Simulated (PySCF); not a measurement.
Gas-phase reaction: 2 H2SiO + H2O + 4 ClO = Si2O(OH)6 + 2 Cl2

Method: PySCF energies plus ideal-gas RRHO corrections (1 bar). † marks an energy on the PBE0/def2-TZVP geometry and frequencies; other levels use their own. 6-31G* has spherical d functions here. Open shells (unrestricted): ClO (multiplicity 2); the rest are closed-shell singlets. Spin-orbit splitting is ignored; it lowers the true energy and changes the entropy of ClO. B3LYP is the form with VWN-RPA correlation. H2SiO, Si2O(OH)6: computed as isolated molecules; such fragments, hydroxides, amides, oligomers or adducts are transient or little studied in the gas.

```json
[
 {"level": "B3LYP/6-31G*", "ΔH°(298 K), kJ": "[?]"},
 {"level": "BLYP/def2-TZVP†", "ΔH°(298 K), kJ": "-2104"},
 {"level": "M06-2X/def2-TZVP†", "ΔH°(298 K), kJ": "[?]"},
 {"level": "PBE0/def2-SVP†", "ΔH°(298 K), kJ": "[?]"},
 {"level": "PBE0/def2-TZVP", "ΔH°(298 K), kJ": "-2331"},
 {"level": "r2SCAN/def2-TZVP†", "ΔH°(298 K), kJ": "-2330"},
 {"level": "LDA/def2-TZVP†", "ΔH°(298 K), kJ": "-2489"}
]
```

Question: What belongs in the gaps?

Answer: 
- B3LYP/6-31G*, ΔH°(298 K), kJ: -2199
- M06-2X/def2-TZVP†, ΔH°(298 K), kJ: -2509
- PBE0/def2-SVP†, ΔH°(298 K), kJ: -2363
